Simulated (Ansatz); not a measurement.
`CC#CNC` + `[SH][GeH3]` → `CC#C[S][GeH3]` + CH₃NH₂  (substitution at a C–N bond)

Calculated with Ansatz (gas phase, PBE0-D4/def2-TZVP geometries, no zero-point term in ΔE). CCSD(T)/CBS is the MP2 limit (def2-TZVPP, def2-QZVPP) plus CCSD(T) − MP2 in def2-TZVPP, frozen cores. DFT in def2-TZVPP. For Ge outer-core shells are correlated without core-valence functions, which leaves a few kJ/mol of doubt a bond. Scalar relativity is left out up to krypton.

CCSD(T)/CBS gives -19.3 kJ/mol.

(1) Another level gave -21.3 kJ/mol. Which?
A. SCS-MP2/def2-TZVPP
B. PBE0/def2-TZVPP
C. PBE-D4/def2-TZVPP
D. HF/def2-TZVPP

Largest T1 diagnostic among the species: 0.012.

Results:

(1) A. SCS-MP2/def2-TZVPP -21.3, PBE-D4 -15.6, HF/def2-TZVPP -3.2, PBE0 -10.9 kJ/mol.

In def2-TZVPP, CCSD(T) changes the Hartree–Fock value by −14.2 kJ/mol (the triples alone add −3.4 kJ/mol) and MP2 by −20.6 kJ/mol. The D4 term adds −3.6 kJ/mol with B3LYP and −2.0 kJ/mol with PBE0; it sums over pairs of atoms, weighted by their polarisabilities, and B3LYP, whose exchange is more repulsive, gets the larger term.

B3LYP here is the variant with VWN-RPA as its local correlation; programs differ in this.
